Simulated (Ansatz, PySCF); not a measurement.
C3H9N, SMILES CCNC. Atoms are numbered in the order given.

```xyz
13

C     -1.8846    -0.0925     0.2609
C     -0.4818    -0.5209    -0.1501
N      0.4882     0.5294     0.1022
C      1.8471     0.1786    -0.2553
H     -2.1738     0.8323    -0.2618
H     -2.6237    -0.8752     0.0299
H     -1.9373     0.1034     1.3458
H     -0.2209    -1.4804     0.3573
H     -0.4659    -0.7448    -1.2325
H      0.4456     0.8040     1.0834
H      2.5326     0.9997     0.0073
H      1.9202     0.0268    -1.3459
H      2.2273    -0.7516     0.2266
```
Charge 0, spin multiplicity 1.

Coordinates come from a B3LYP-D3(BJ)/def2-SVP optimisation. Other conformers were not sampled.

Two levels are set side by side: PBE-D3(BJ)/def2-SVP (Ansatz, a first-principles code) and B3LYP-D3(BJ)/def2-SVP (Ansatz). Each level has its own optimised geometry; the coordinates shown are those of the second. Frequencies come from the Hessian of PySCF at each geometry. Differences are taken from unrounded values.

```tsv
quantity	B3LYP-D3(BJ)	PBE-D3(BJ)	PBE-D3(BJ) minus B3LYP-D3(BJ)
mean bond length (Å)	1.191	1.197	0.007
bond C1–C2 (Å)	1.523	1.525	0.002
bond C2–N3 (Å)	1.452	1.454	0.002
bond N3–C4 (Å)	1.448	1.450	0.002
bond C1–H5 (Å)	1.101	1.108	0.007
bond C1–H6 (Å)	1.101	1.108	0.007
bond C1–H7 (Å)	1.104	1.111	0.007
bond C2–H8 (Å)	1.116	1.126	0.010
bond C2–H9 (Å)	1.105	1.114	0.008
bond N3–H10 (Å)	1.020	1.028	0.008
bond C4–H11 (Å)	1.101	1.109	0.008
bond C4–H12 (Å)	1.104	1.112	0.008
bond C4–H13 (Å)	1.114	1.124	0.009
highest harmonic wavenumber (cm⁻¹)	3510	3427	-83
mean harmonic wavenumber (cm⁻¹)	1600	1558	-41
zero-point energy (kcal/mol)	75.46	73.51	-1.95
```

Exact exchange shortens and stiffens bonds; PBE has none. Differences between two approximate levels are no errors against the true value.
